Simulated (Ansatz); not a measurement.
Two isomers of C2H5NSi: A = `C#C[SiH2]N`, B = `N=C=C[SiH3]`.

Program: Ansatz. Geometries: PBE0-D4/def2-TZVP. ΔE: electronic, gas phase. CBS: MP2 limit from def2 TZ/QZ plus the TZ coupled-cluster correction, frozen cores. DFT in def2-TZVPP. One conformer a species, not always the lowest.

A:

```xyz
9

C     1.107    0.791   -2.003
C     0.436    0.618   -1.015
Si   -0.577    0.335    0.491
N    -0.322   -1.166    1.274
H     1.699    0.946   -2.876
H    -1.997    0.403    0.074
H    -0.240    1.417    1.446
H     0.541   -1.329    1.768
H    -0.648   -2.015    0.840
```

B:

```xyz
9

N    -0.260   -0.481   -2.369
C    -0.521   -0.311   -1.195
C    -0.781    0.003    0.047
Si    0.575    0.465    1.216
H    -0.049   -1.426   -2.676
H    -1.818   -0.024    0.365
H     1.869    0.393    0.492
H     0.375    1.842    1.741
H     0.609   -0.461    2.380
```

Task: Which is lower in electronic energy at CCSD(T)/CBS, and by how much? (Estimate.)

Result: Ansatz gave: A, by 16.7 kcal/mol.

Task: Give E(B) − E(A) in kcal/mol with r2SCAN-D4, CCSD/def2-TZVPP, B2PLYP, CCSD(T)/def2-SVP, BLYP-D4, PBE0-D4, ωB97M-V. (Best estimate.)

Result: Ansatz gave: r2SCAN-D4 7.8, CCSD/def2-TZVPP 15.8, B2PLYP 13.0, CCSD(T)/def2-SVP 8.2, BLYP-D4 7.6, PBE0-D4 7.8, ωB97M-V 12.7. None reverses the order clearly.

Task: Does the order hold for the free energy at 298.15 K (harmonic terms from PBE0-D4)? (Best estimate.)

Result: Computed: Yes: G(B) − G(A) = +15.4 kcal/mol, for one conformer each.

Largest T1 diagnostic: 0.015.

Leaving LDA and LC-ωPBE aside and taking each functional with its dispersion term where it has one, the values, not all of them listed here, spread over 8.3 kcal/mol, from revPBE-D4 to B2PLYP. LDA lies −0.9 kcal/mol from PBE without D4. At CCSD(T), def2-SVP lies −8.5 kcal/mol from the extrapolated value and def2-TZVPP −1.8 kcal/mol.
